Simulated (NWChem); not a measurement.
Molecule: CH₅NOSn, singlet; SMILES C[O][Sn][NH2]

```xyz
9

Sn     0.2634    -0.6210     0.0000
O      0.7653     1.3569     0.0000
C     -0.1542     2.4134     0.0000
H     -0.8237     2.4194     0.8976
H      0.3912     3.3852     0.0000
H     -0.8237     2.4194    -0.8976
N     -1.7728    -0.2976     0.0000
H     -2.2296     0.6198     0.0000
H     -2.4696    -1.0483     0.0000
```
Atoms are numbered in this order, from 1.

Results from NWChem. Low-valent species are run as closed-shell singlets; no triplet was tried in these runs. Structure relaxed at the PBE-D3(BJ)/def2-SVP level. def2 effective core potentials on Sn; no spin-orbit coupling.

Problem. Taking B3LYP/def2-TZVPP as the yardstick, which of these has the fewest basis functions while keeping “highest occupied level (eV)” within 0.2 eV of it: B3LYP/def2-SVP; B3LYP/def2-SVPD; B3LYP/def2-TZVP?

Solution. B3LYP/def2-SVPD.
```csv
level,basis functions,highest occupied level (eV),relative time (rough)
B3LYP/def2-SVP,93,-6.61,1
B3LYP/def2-SVPD,135,-6.97,3
B3LYP/def2-TZVP,173,-6.87,3
B3LYP/def2-TZVPP,213,-6.87,5
```

The yardstick is one finite set, not the basis-set limit.
